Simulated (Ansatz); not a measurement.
Job for Ansatz (a program for electronic structure): U-CCSD(T)/cc-pV(D+d)Z on BCl, a point of a bond scan (R = 1.377 Å). Files ending in .json are basis or fitting sets from the Basis Set Exchange.

Ansatz 0.2 input:
```yaml
crystal:
  periodic: [false, false, false]
  atoms:
    - {symbol: B, position_ang: [-0.00000000, -0.00000000, -1.33031220]}
    - {symbol: Cl, position_ang: [0.00000000, 0.00000000, 0.04695220]}
basis:
  gaussian:
    orbitals: cc-pV_D+d_Z.json
correlation: {method: ccsd_t, electrons: outside_noble_gas}
scf: {omitted_lower_state_checks: [cluster_reference]}
magnetization: {spin_polarized: true, initial_magnetization: 0}
```

Question: Give the final energy of this run.

Answer: -484.2670 hartree (reference determinant -484.0346, T1 diagnostic 0.012).
